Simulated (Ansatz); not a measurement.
Gas-phase electronic energies from Ansatz, PBE0-D4/def2-TZVP geometries. CCSD(T)/CBS is the MP2 limit (def2-TZVPP, def2-QZVPP) plus CCSD(T) − MP2 in def2-TZVPP, frozen cores. This one scheme is used for every species. Functionals use def2-TZVPP. One conformer a species, not always the lowest.

Reaction (redistribution): `BS` + `[OH][AlH][SiH2]P` → `PBS` + `[OH][AlH][SiH3]`

| level | ΔE (kJ/mol) | difference from CCSD(T)/CBS |
| --- | --- | --- |
| r2SCAN-D4 | 2.0 | -2.1 |
| PBE0-D4 | 3.9 | -0.2 |
| r2SCANh-D4 | 2.5 | -1.6 |
| ωB97M-V | 4.0 | -0.1 |
| RPA@PBE/def2-TZVPP | 3.7 | -0.4 |
| MP2/def2-SVP | -5.0 | -9.1 |
| CCSD/def2-SVP | -4.4 | -8.5 |
| SCS-MP2/def2-TZVPP | 3.3 | -0.8 |
| HF/def2-QZVPP | 3.8 | -0.3 |
| CCSD/CBS(def2) | 4.0 | -0.1 |
| CCSD(T)/CBS | 4.1 | 0 |

Largest T1 diagnostic among the species: 0.016.

At CCSD(T), def2-SVP lies −9.0 kJ/mol from the extrapolated value and def2-TZVPP −1.1 kJ/mol. Leaving LDA and LC-ωPBE aside and taking each functional with its dispersion term where it has one, the values, not all of them listed here, spread over 4.6 kJ/mol, from B97M-V to BHLYP-D4. LDA lies −5.3 kJ/mol from PBE without D4.
